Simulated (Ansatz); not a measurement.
Consider the redistribution: `[F][SbH][SeH]` + `[SiH3]C1O[SiH2]1` → `[SeH]C1O[SiH2]1` + `[F][SbH][SiH3]`.

Computed with Ansatz on PBE0-D4/def2-TZVP structures; ΔE is electronic, products minus reactants. CBS: MP2 limit from def2 TZ/QZ plus the TZ coupled-cluster correction, frozen cores. DFT in def2-TZVPP. B3LYP here is the variant with VWN-RPA as its local correlation; programs differ in this. Elements past krypton have def2 core potentials. For Sb, Se outer-core shells are correlated without core-valence functions, which leaves a few kJ/mol of doubt a bond. Scalar relativity is left out up to krypton. Each species was taken in one conformer, which may not be the lowest.

Q: Is it downhill or uphill in electronic energy at CCSD(T)/CBS, and by how much? (Best estimate.)

A: Ansatz gave: Uphill: ΔE = +91.6 kJ/mol.

Q: What do these levels give: PBE-D4, B3LYP-D4, ωB97X-V, B2PLYP, PBE, r2SCAN, B3LYP, MP2/def2-TZVPP, HF/def2-QZVPP, MP2/def2-QZVPP, SCS-MP2/def2-QZVPP, MP2/CBS(def2)? (An estimate is asked.)

A: The calculation gave: PBE-D4 82.4, B3LYP-D4 90.8, ωB97X-V 87.0, B2PLYP 90.4, PBE 82.4, r2SCAN 90.1, B3LYP 91.0, MP2/def2-TZVPP 87.5, HF/def2-QZVPP 98.5, MP2/def2-QZVPP 92.3, SCS-MP2/def2-QZVPP 92.4, MP2/CBS(def2) 95.0 kJ/mol.

Largest T1 diagnostic among the species: 0.014.

In def2-TZVPP, CCSD(T) changes the Hartree–Fock value by −12.8 kJ/mol (the triples alone add −1.0 kJ/mol) and MP2 by −9.5 kJ/mol.
